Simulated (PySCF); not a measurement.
Al(H)(F)(OEt) (C2H6AlFO), SMILES CC[O][AlH][F]. Atoms are numbered in the order given.

```xyz
11

Al    -0.4472    -1.0744     0.0000
H     -2.0123    -1.0262     0.0000
F      0.2894    -2.5651     0.0000
O      0.5706     0.2600     0.0000
C      0.7285     1.6488     0.0000
C     -0.5935     2.4044     0.0000
H      1.3248     1.9403    -0.8851
H      1.3248     1.9403     0.8851
H     -1.1906     2.1528    -0.8920
H     -0.4223     3.4929     0.0000
H     -1.1906     2.1528     0.8920
```

The structure is a stationary point at B3LYP-D3(BJ)/def2-SVP. The structure was generated by enumeration; whether it is a known compound was not checked. Other conformers were not sampled.

Two levels are set side by side: PBE/pcSseg-1 (PySCF) and HF/pcSseg-1 (PySCF). GIAO shifts against CFCl3 (¹⁹F), H2O (¹⁷O), TMS (¹H), TMS (¹³C) at the same level; non-relativistic, no solvent, atoms listed together averaged. Differences are taken from unrounded values.

```json
[
 {"quantity": "δ(¹H) of H2 (ppm)", "PBE": "4.66"},
 {"quantity": "δ(¹⁹F) of F3 (ppm)", "PBE": "-179.1"},
 {"quantity": "δ(¹⁷O) of O4 (ppm)", "PBE": "106.6"},
 {"quantity": "δ(¹³C) of C5 (ppm)", "PBE": "69.7"},
 {"quantity": "δ(¹³C) of C6 (ppm)", "PBE": "26.8"},
 {"quantity": "δ(¹H) of H7, H8 (ppm)", "PBE": "4.59"}
]
```

Problem. These are the PBE values. What does HF give? (Estimate from the structure and the level; the computed values follow.)

Solution. 
```tsv
quantity	HF	PBE minus HF
δ(¹H) of H2 (ppm)	4.18	0.49
δ(¹⁹F) of F3 (ppm)	-140.3	-38.9
δ(¹⁷O) of O4 (ppm)	37.1	69.5
δ(¹³C) of C5 (ppm)	58.8	10.9
δ(¹³C) of C6 (ppm)	24.8	2.0
δ(¹H) of H7, H8 (ppm)	4.03	0.56
```

Rough cost on one machine, each run with all the roots and properties that it gave: HF against PBE within a factor of 2.
